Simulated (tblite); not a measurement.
Write Cartesian coordinates for `CC(=O)[SiH2]C([SiH3])([SiH3])C=O` as optimised with GFN2-xTB.

```
atom  x, y, z in Å
C1     3.1175   -0.3629    0.9386
C2     1.8441    0.0279    0.2668
O3     1.6305    1.1797   -0.0733
Si4    0.4487   -1.2487   -0.0107
C5    -1.0071   -0.0420    0.1941
Si6   -0.6000    1.6835   -0.6670
Si7   -2.7328   -0.6709   -0.2677
C8    -0.8724    0.3085    1.5854
O9     0.0915   -0.0587    2.2430
H10    3.5190   -1.2598    0.4734
H11    3.8488    0.4425    0.9215
H12    2.8664   -0.6044    1.9702
H13    0.5370   -2.3573    0.9306
H14    0.5510   -1.7300   -1.3962
H15   -0.1147    2.7459    0.2032
H16   -1.9824    2.1447   -0.9703
H17   -0.0055    1.4172   -1.9691
H18   -3.7624    0.1885    0.3182
H19   -2.8641   -0.7170   -1.7226
H20   -2.8854   -2.0256    0.2754
H21   -1.6364    0.9558    2.0462
```

Orientation and origin are arbitrary. Atoms count from 1 in this order. Si6 and O3 aren't drawn bonded (4 bonds apart) but lie 2.36 Å from each other; Cordero's covalent radii sum to 1.77 Å. Of the pairs four or more bonds apart, those above aside, C2···O9 is among the closest relative to their van der Waals radii: 2.64 Å, 82 % of the sum of Bondi's values. Si6 (SiH3 silicon) is distorted tetrahedral (angles from 99.7° to 122.1°). The 2 C–C bonds span 1.441 Å (C5–C8, drawn single) to 1.492 Å (C1–C2, drawn single), a spread of 0.051 Å.

Bonds between heavy atoms (Å): C1–C2 1.492, C2=O3 1.220, C2–Si4 1.911, Si4–C5 1.902, C5–Si6 1.971, C5–Si7 1.894, C5–C8 1.441, C8=O9 1.223.

Computed geometry: GFN2-xTB, gas phase.

Point group: C1 (no symmetry element, even within 0.4 Å). Its GFN2-xTB frequencies are all real (lowest 58 cm⁻¹). One conformer, not necessarily the lowest (C1–C2–Si4–C5 146°, C2–Si4–C5–Si6 40°, Si4–C5–C8–O9 7°).

The run took 2.9 s on Arm Neoverse N1, one thread, on a shared host. That covers the optimisation of the geometry.
